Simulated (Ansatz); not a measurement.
Reaction (ligand exchange at the Hf–N bond): `[NH2][Hf]([Cl])([Cl])[Cl]` + H–F → `[F][Hf]([Cl])([Cl])[Cl]` + NH₃

Program: Ansatz. Geometries: PBE0-D4/def2-TZVP. ΔE: electronic, gas phase. CCSD(T)/CBS is the MP2 limit (def2-TZVPP, def2-QZVPP) plus CCSD(T) − MP2 in def2-TZVPP, frozen cores. This one scheme is used for every species. DFT in def2-TZVPP. HSE06 is defined as in plane-wave codes. Elements past krypton have def2 core potentials. For Hf outer-core shells are correlated without core-valence functions, which leaves a few kJ/mol of doubt a bond. Each species was taken in one conformer, which may not be the lowest.

`[NH2][Hf]([Cl])([Cl])[Cl]`:

```xyz
7

N     0.239    0.860    0.914
Hf   -0.114   -0.485   -0.516
Cl    1.007    0.257   -2.426
Cl    0.618   -2.558    0.278
Cl   -2.421   -0.592   -0.912
H     0.138    0.704    1.908
H     0.532    1.815    0.755
```

H–F:

Z-matrix (Å, degrees):
```
F
H 1 0.920
```

`[F][Hf]([Cl])([Cl])[Cl]`:

Z-matrix (Å, degrees):
```
Hf
F 1 1.881
Cl 1 2.324 2 108.9
Cl 1 2.324 2 108.9 3 120.0
Cl 1 2.324 2 108.9 3 -120.0
```

NH₃:

Z-matrix (Å, degrees):
```
N
H 1 1.013
H 1 1.013 2 107.1
H 1 1.013 2 107.1 3 -114.5
```

| level | ΔE (eV) |
| --- | --- |
| r2SCAN0-D4 | -1.10 |
| ωB97X-V | -1.15 |
| r2SCANh | -1.15 |
| r2SCAN0 | -1.12 |
| HSE06 | -1.10 |
| CCSD/def2-SVP | -1.14 |
| HF/def2-QZVPP | -1.18 |
| SCS-MP2/def2-QZVPP | -1.04 |

(1) What does CCSD(T)/CBS give? (Estimate.)

Largest T1 diagnostic among the species: 0.014.

## Answers

(1) Ansatz gave: -1.03 eV. The listed levels differ from it by -0.07, -0.12, -0.12, -0.09, -0.07, -0.11, -0.15, -0.01 eV.

Leaving LDA and LC-ωPBE aside and taking each functional with its dispersion term where it has one, the values, not all of them listed here, spread over 0.17 eV, from B97M-V to PBE-QIDH. LDA lies +0.10 eV from PBE without D4. From r2SCAN to r2SCAN0 (25 % exact exchange), in def2-TZVPP and without D4, ΔE moves by +0.06 eV. In def2-TZVPP, CCSD(T) changes the Hartree–Fock value by +0.13 eV (the triples alone add +0.01 eV) and MP2 by +0.17 eV.
